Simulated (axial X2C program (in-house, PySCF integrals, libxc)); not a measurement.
GeTe: bond constants with and without spin–orbit coupling

Computed with an in-house all-electron X2C program for linear molecules (integrals from PySCF). Spin-free means the one-electron spin-free X2C Hamiltonian; two-component (2c) means X2C with spin–orbit coupling and atomic mean-field two-electron Coulomb and Gaunt terms, so the difference of the two also holds small scalar two-electron terms. Basis: Te dyall-cv3z [11s12p8d4f1g], Ge dyall-cv3z [9s9p7d4f1g] (cores contracted in-house); Gaussian nuclei, density fitting, unrestricted open shells. Masses: Te 129.906 u, Ge 73.921 u.

Input file and command:
```json
{
 "zs": [
  52,
  32
 ],
 "q": 0,
 "bas": [
  "dyall-cv3z",
  "dyall-cv3z"
 ],
 "levels": [
  "PBE0",
  "HF",
  "M06"
 ],
 "cc": true,
 "r0": 2.39,
 "thr": -1.0,
 "nmax": 110,
 "npts": 10,
 "nst": 2,
 "ntry": 8
}
```
```bash
python so2c.py task.json out
```

Keys: zs atomic numbers; q charge; bas basis sets; levels methods; cc coupled cluster on or off; r0 starting distance in Å; thr threshold in hartree for freezing inner shells (an s shell follows its p shell); nmax most natural virtual spinors; npts points on the curve; nst determinants followed; ntry starts of the search. HF also brings MP2.

State, spin-free: M_S = 0, Λ = 0 (closed shell); electrons by block: σα: 18, σβ: 18, π+α: 9, π+β: 9, π-α: 9, π-β: 9, δ+α: 3, δ+β: 3, δ-α: 3, δ-β: 3. Fragments: Te + Ge.

State, 2c: Ω = 0 (closed shell); electrons by block: 1/2: 27, -1/2: 27, 3/2: 12, -3/2: 12, 5/2: 3, -5/2: 3. Fragments: Te + Ge.

| Hamiltonian | level | Re (Å) | ωe (cm⁻¹) | αe (cm⁻¹) | De (eV) | k (mdyn/Å) | μ (D) |
| --- | --- | --- | --- | --- | --- | --- | --- |
| spin-free | PBE0 | 2.336 | 332.5 | 0.000153 | 4.34 | 3.07 | 1.38 |
| spin-free | HF | 2.323 | 351.4 | 0.000142 | 2.07 | 3.43 | 2.00 |
| spin-free | MP2 | 2.360 | 326.7 | 0.000147 | 4.28 | 2.96 | n/a |
| spin-free | CCSD | 2.351 | 332.8 | 0.000147 | 3.89 | 3.08 | n/a |
| spin-free | CCSD(T) | 2.369 | 317.4 | 0.000162 | 4.19 | 2.8 | n/a |
| spin-free | M06 | 2.355 | 325.2 | 0.000156 | 4.54 | 2.94 | 1.27 |
| 2c | PBE0 | 2.340 | 329.7 | 0.000156 | n/a | 3.02 | 1.34 |
| 2c | HF | 2.328 | 347.4 | 0.000146 | n/a | 3.35 | 1.94 |
| 2c | CCSD | 2.355 | 329.6 | 0.000152 | n/a | 3.01 | n/a |
| 2c | CCSD(T) | 2.372 | 315.8 | 0.000162 | n/a | 2.77 | n/a |
| 2c | M06 | 2.359 | 322.0 | 0.000159 | n/a | 2.88 | 1.23 |

Correlated methods: 10 electrons correlated (number of frozen shells: Te 4 s, 3 p, 2 d; Ge 3 s, 2 p, 1 d), 284 virtual spin orbitals or spinors in MP2, 110 natural virtuals in coupled cluster.

Dipoles are positive if Ge is the positive end.

One determinant describes the state; a PBE0 search over occupations chose it and may have missed a lower one. Closed shells are restricted here (equal orbitals for both partners); the stretched side of such a curve lies too high. Dissociation energies refer to the lowest single-determinant-based atoms at the same level and basis. De is not given where an atomic determinant may have missed its ground term or J level, or where the truncated virtual space spoils (T). CCSD and (T) use frozen natural virtuals with an MP2 correction for the truncation; (T) itself is uncorrected, so its De runs slightly low. Without a current term, density functionals place determinants with orbital angular momentum somewhat too high. The T1 diagnostic is large, a sign of multireference character. With the outer-core shells frozen, correlated bond lengths of heavy atoms tend to come out a few hundredths of an ångström too long.

No reliable constants came from MP2 (2c): no minimum in range, unconverged points, a curve that is not smooth, a change of character along it, or the two Hamiltonians disagreeing along it.

Rough cost a point (2c) on 1 thread(s) of a shared host, integrals apart: PBE0 0.8 s, HF 0.7 s, CCSD(T) 6 s, M06 1.2 s.

The whole task took 2.9 min on 1 thread of Arm Neoverse V2, with other jobs on the host.
